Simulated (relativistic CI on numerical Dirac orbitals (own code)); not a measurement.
# Co3+: resonant inelastic scattering at the L2,3 edge

Computed with this model: Dirac-Coulomb-Breit CI, orbitals from a KLI potential per configuration, a model potential for QED, valence Slater integrals scaled by 0.9, Kramers-Heisenberg scattering through one core-hole configuration in a parametric crystal field; configurations [Ar] 3d6 → [He] 2s2 2p5 3s2 3p6 3d7; 80 K; core-hole width 0.6 eV; summed over polarisations. Incident energies are the highest absorption maxima for each field (at most a few, so the weaker spin-orbit partner edge can be absent), on the computed scale of the free ion. Intensities are in per cent of the strongest line above 0.02 eV; levels within 1 cm⁻¹ are merged; final levels count from the ground level, the first row holds all elastic scattering, lines under 0.4 are left out and each table stops after 24 rows. The scale of the Slater integrals is a model choice and moves the terms in proportion.

Field parameters in Wybourne normalisation: Td as Oh with Dq negative (B⁴₀ = 21Dq, B⁴₄ = √(5/14) B⁴₀). The field is a parameter set, without covalency.

S is read from ⟨S²⟩ = S(S + 1).

Td, 10Dq = -1800 cm⁻¹:

```
Final level (eV)  Degeneracy  Irrep     S  782.6 eV  783.4 eV  784.2 eV
           0.000           1     A1  2.00     247.9     308.7     303.9
           0.005           3     T1  2.00      17.2      24.0      91.4
           0.011           2      E  2.00      14.6      63.2      76.5
           0.020           3     T2  2.00      18.3      41.9      37.7
           0.032           1     A2  2.00       3.1       8.3       4.6
           0.204           3     T2  2.00      31.7      77.6     100.0
           0.243           3     T1  2.00      31.0      55.6      66.2
           0.253           2      E  2.00      15.5      27.0      57.1
           0.294           3     T2  2.00      16.9      82.9      17.0
           0.304           3     T1  2.00      16.2      72.1      31.1
           0.314           1     A1  2.00       4.1      23.1      16.3
           2.796           1     A1  1.00       2.0       0.2       0.2
           2.809           3     T1  1.00       3.6       0.9       0.5
           2.825           3     T2  1.00       3.6       2.0       0.7
           2.838           2      E  1.00       3.7       1.3       0.9
           2.906           3     T1  1.00       1.9       1.4       0.4
           2.908           3     T2  1.00       2.0       0.9       0.4
           2.994           1     A2  1.00       1.3       0.1       0.2
           3.003           3     T2  1.00       7.2       0.6       1.1
           3.008           2      E  1.00       4.0       0.2       1.0
           3.025           3     T2  1.00       4.1       2.2       1.2
           3.043           2      E  1.00       1.5       1.4       0.9
           3.049           3     T1  1.00       5.8       4.3       0.9
           3.100           3     T1  1.00       3.6       3.0       1.1
```

Td, 10Dq = -4150 cm⁻¹:

```
Final level (eV)  Degeneracy  Irrep     S  782.7 eV  783.5 eV  784.4 eV
           0.000           1     A1  2.00     251.9     250.9     189.3
           0.004           3     T1  2.00      11.3      13.4      41.1
           0.008           2      E  2.00       8.8      41.9      36.9
           0.013           3     T2  2.00      23.2      34.1      21.7
           0.019           1     A2  2.00       5.6       8.2       5.2
           0.477           3     T2  2.00      35.4      61.8      97.4
           0.517           3     T1  2.00      29.6      55.2      60.8
           0.520           2      E  2.00      16.1      34.6      56.4
           0.570           3     T2  2.00      21.2     100.0      17.8
           0.574           3     T1  2.00      15.1      77.1      30.4
           0.579           1     A1  2.00       3.2      27.4      17.4
           2.641           3     T2  1.00       3.0       1.7       1.4
           2.642           1     A1  1.00       4.2       0.6       0.3
           2.647           2      E  1.00       2.9       1.2       1.5
           2.649           3     T1  1.00       5.5       2.1       1.2
           2.923           3     T2  1.00       1.9       0.6       0.5
           2.925           3     T1  1.00       1.7       1.0       0.4
           3.058           3     T2  1.00       3.4       0.8       1.5
           3.059           2      E  1.00       3.7       0.8       0.9
           3.101           1     A2  1.00       1.6       0.3       0.2
           3.115           3     T2  1.00       9.4       2.8       1.6
           3.136           2      E  0.99       3.8       2.0       1.2
           3.157           3     T1  1.00       5.6       4.2       0.8
           3.195           3     T1  1.00      11.6       6.4       1.6
```

Td, 10Dq = -6450 cm⁻¹:

```csv
Final level (eV),Degeneracy,Irrep,S,782.9 eV,783.7 eV,784.7 eV
0.000,1,A1,2.00,262.7,237.2,152.0
0.003,3,T1,2.00,18.0,10.6,29.9
0.006,2,E,2.00,13.5,36.0,24.3
0.010,3,T2,2.00,25.9,27.8,16.8
0.014,1,A2,2.00,7.4,6.1,4.2
0.757,3,T2,2.00,42.4,60.1,90.2
0.796,3,T1,2.00,32.7,55.4,54.9
0.797,2,E,2.00,15.8,34.2,51.8
0.850,3,T2,2.00,21.9,100.0,16.0
0.852,3,T1,2.00,16.5,77.8,26.7
0.855,1,A1,2.00,3.7,25.4,15.3
2.418,3,T2,1.00,2.2,1.8,3.9
2.422,2,E,1.00,2.0,1.4,2.0
2.446,3,T1,1.00,7.3,2.8,3.1
2.448,1,A1,1.00,5.5,0.9,1.1
2.940,3,T2,1.00,1.2,0.7,0.7
2.942,3,T1,1.00,1.5,0.9,0.8
3.072,3,T2,1.00,2.6,1.4,2.5
3.074,2,E,1.00,3.2,1.3,0.6
3.152,1,A2,1.00,2.0,0.5,0.5
3.164,3,T2,0.99,10.6,2.9,1.9
3.190,2,E,0.99,5.1,2.3,1.3
3.195,3,T1,1.00,11.7,5.5,2.1
3.215,3,T1,1.00,7.2,4.1,1.1
```

For the first field the strongest loss at the lowest incident energy is the level at 0.20 eV (S = 2.00, against 2.00 in the thermal ground state). Levels of other spin, the first over 8 % at 3.33 eV, appear because spin-orbit coupling of the core hole, and in heavier ions of the valence shell too, mixes spins.
